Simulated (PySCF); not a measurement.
PySCF run on LiZn

Input:

```python
from pyscf import gto, scf

mol = gto.M(
    atom='Li 0 0 0; Zn 0 0 2.228',
    basis='def2-svpd',
    charge=0,
    spin=1,
    verbose=4,
)
mf = scf.UHF(mol)
mf.kernel()
mf.analyze()
print('orbital energies (hartree):', [e[max(0, n-3):n+3].round(4) for e, n in zip(mf.mo_energy, mol.nelec)])
```

```bash
$ OMP_NUM_THREADS=1 python input.py
```

The log (some set-up lines and the per-cycle HOMO/LUMO lines with their warnings removed):

```
PySCF version 2.14.0

[INPUT] verbose = 4
[INPUT] num. atoms = 2
[INPUT] num. electrons = 33
[INPUT] charge = 0
[INPUT] spin (= nelec alpha-beta = 2S) = 1
[INPUT] symmetry False subgroup None
[INPUT] Mole.unit = angstrom
[INPUT] Symbol           X                Y                Z      unit          X                Y                Z       unit  Magmom
[INPUT]  1 Li     0.000000000000   0.000000000000   0.000000000000 AA    0.000000000000   0.000000000000   0.000000000000 Bohr   0.0
[INPUT]  2 Zn     0.000000000000   0.000000000000   2.228000000000 AA    0.000000000000   0.000000000000   4.210309805531 Bohr   0.0

nuclear repulsion = 21.3760991843806
number of shells = 18
number of NR pGTOs = 95
number of NR cGTOs = 46
basis = def2-svpd
ecp = {}

******** <class 'pyscf.scf.uhf.UHF'> ********
method = UHF
initial guess = minao
damping factor = 0
level_shift factor = 0
DIIS = <class 'pyscf.scf.diis.CDIIS'>
diis_start_cycle = 1
diis_space = 8
diis_damp = 0
SCF conv_tol = 1e-09
SCF conv_tol_grad = None
SCF max_cycles = 50
direct_scf = True
direct_scf_tol = 1e-13
number electrons alpha = 17  beta = 16
Set gradient conv threshold to 3.16228e-05
init E= -1784.65621792724

cycle= 1 E= -1784.95239112859  delta_E= -0.296  |g|= 0.0488  |ddm|= 0.905
cycle= 2 E= -1784.95834527653  delta_E= -0.00595  |g|= 0.0195  |ddm|= 0.252
cycle= 3 E= -1784.95978482357  delta_E= -0.00144  |g|= 0.0115  |ddm|= 0.155
cycle= 4 E= -1784.9602225586  delta_E= -0.000438  |g|= 0.00778  |ddm|= 0.0679
cycle= 5 E= -1784.96064276329  delta_E= -0.00042  |g|= 0.00554  |ddm|= 0.0675
cycle= 6 E= -1784.96102211548  delta_E= -0.000379  |g|= 0.00354  |ddm|= 0.0722
cycle= 7 E= -1784.96121795694  delta_E= -0.000196  |g|= 0.00159  |ddm|= 0.0659
cycle= 8 E= -1784.96124629434  delta_E= -2.83e-05  |g|= 0.00053  |ddm|= 0.0324
cycle= 9 E= -1784.96125028246  delta_E= -3.99e-06  |g|= 0.000286  |ddm|= 0.0119
cycle= 10 E= -1784.96125103685  delta_E= -7.54e-07  |g|= 0.000171  |ddm|= 0.00306
cycle= 11 E= -1784.96125156942  delta_E= -5.33e-07  |g|= 4.54e-05  |ddm|= 0.00542
cycle= 12 E= -1784.96125158176  delta_E= -1.23e-08  |g|= 1.66e-05  |ddm|= 0.000753
cycle= 13 E= -1784.96125158387  delta_E= -2.11e-09  |g|= 3.27e-06  |ddm|= 0.000318
cycle= 14 E= -1784.96125158398  delta_E= -1.09e-10  |g|= 5.38e-07  |ddm|= 5.88e-05
Extra cycle  E= -1784.96125158398  delta_E= -2.27e-13  |g|= 2.91e-07  |ddm|= 5.36e-06
converged SCF energy = -1784.96125158398  <S^2> = 0.80456382  2S+1 = 2.0538392
**** SCF Summaries ****
Total Energy =                       -1784.961251583980356
Nuclear Repulsion Energy =              21.376099184380614
One-electron Energy =                -2535.497448452562367
Two-electron Energy =                  729.160097684201446
Two-electron Coulomb Energy =          800.622525111177538
DFT Exchange-Correlation Energy =      -71.462427426976092
**** MO energy ****
                             alpha | beta                alpha | beta
[6 lines left out]
MO #7   energy= -3.85645432261857  | -3.85572511923824  occ= 1 | 1
MO #8   energy= -3.85489458205419  | -3.85482789327449  occ= 1 | 1
MO #9   energy= -3.85489458205416  | -3.85482789327447  occ= 1 | 1
MO #10  energy= -2.46850645549808  | -2.45551663191008  occ= 1 | 1
MO #11  energy= -0.797778426142514 | -0.797696010706592 occ= 1 | 1
MO #12  energy= -0.797778426142503 | -0.797696010706579 occ= 1 | 1
MO #13  energy= -0.797775311916233 | -0.797556696200759 occ= 1 | 1
MO #14  energy= -0.797775311916222 | -0.797556696200756 occ= 1 | 1
MO #15  energy= -0.797341560363953 | -0.796799261555005 occ= 1 | 1
MO #16  energy= -0.341484250720893 | -0.331175472769996 occ= 1 | 1
MO #17  energy= -0.166338662938415 | 0.0269556986705161 occ= 1 | 0
MO #18  energy= 0.0116746102976366 | 0.0269556986705236 occ= 0 | 0
MO #19  energy= 0.0116746102976416 | 0.0303408589077909 occ= 0 | 0
MO #20  energy= 0.0209627781705475 | 0.048319136132208  occ= 0 | 0
[26 lines left out]

To work with the spin densities directly, `use mulliken_meta_spin()` only printing them here.

 ** Mulliken spin pop alpha/beta on meta-lowdin orthogonal AOs **
 ** Mulliken Spin Density (per AO)  **
 ** Mulliken Spin Density (per atom)  **
spin density of  0 Li =      0.75511
spin density of  1 Zn =      0.24489
 ** Mulliken pop alpha/beta on meta-lowdin orthogonal AOs **
 ** Mulliken pop       alpha | beta **
pop of  0 Li 1s        0.99998 | 0.99988
pop of  0 Li 2s        0.90975 | 0.15601
pop of  0 Li 3s        0.00171 | 0.00224
pop of  0 Li 2px       0.00027 | 0.00028
pop of  0 Li 2py       0.00027 | 0.00028
pop of  0 Li 2pz       0.00148 | 0.01162
pop of  0 Li 3px       0.00009 | 0.00008
pop of  0 Li 3py       0.00009 | 0.00008
pop of  0 Li 3pz       0.00802 | 0.00870
pop of  0 Li 4px       0.00007 | 0.00007
pop of  0 Li 4py       0.00007 | 0.00007
pop of  0 Li 4pz       0.01436 | 0.00176
[34 lines left out]
In total            17.00000 | 16.00000
 ** Mulliken atomic charges   ( Nelec_alpha | Nelec_beta ) **
charge of  0Li =     -0.11725  (     1.93618      1.18107 )
charge of  1Zn =      0.11725  (    15.06382     14.81893 )
Dipole moment(X, Y, Z, Debye):  0.00000,  0.00000,  0.91461
orbital energies (hartree): [array([-0.7973, -0.3415, -0.1663,  0.0117,  0.0117,  0.021 ]), array([-0.7976, -0.7968, -0.3312,  0.027 ,  0.027 ,  0.0303])]
```

In short: E(SCF) = -1784.961252 Eh, 14 cycles, ⟨S²⟩ = 0.805, μz(SCF) = 0.91 D.

It ran on Intel Xeon Platinum 8375C @ 2.90GHz (1 thread, shared host) in 1.3 s, peak memory 0.13 GiB.

The bond length is a typed value, not an optimised one. No search for the lowest solution was made.
